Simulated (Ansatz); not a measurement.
Gas-phase electronic energies from Ansatz, PBE0-D4/def2-TZVP geometries. CBS: MP2 limit from def2 TZ/QZ plus the TZ coupled-cluster correction, frozen cores. DFT in def2-TZVPP. Each species was taken in one conformer, which may not be the lowest.

`CO[SiH](O)[SiH2]O` → `O[SiH2]C[SiH](O)O`  (isomerisation)

| level | ΔE (kJ/mol) |
| --- | --- |
| ωB97M-V | -154.7 |
| PBE0 | -138.8 |

What does CCSD(T)/CBS give? (Estimate.)

Computed: -150.3 kJ/mol. The listed levels differ from it by -4.4, 11.5 kJ/mol.

Largest T1 diagnostic among the species: 0.012.

The D4 term adds −4.5 kJ/mol with B3LYP and −2.1 kJ/mol with PBE0; it sums over pairs of atoms, weighted by their polarisabilities, and B3LYP, whose exchange is more repulsive, gets the larger term. From PBE to PBE0 (25 % exact exchange), in def2-TZVPP and without D4, ΔE moves by −7.0 kJ/mol. In def2-TZVPP, CCSD(T) changes the Hartree–Fock value by −18.2 kJ/mol (the triples alone add −2.0 kJ/mol) and MP2 by −31.1 kJ/mol.

B3LYP here is the variant with VWN-RPA as its local correlation; programs differ in this.
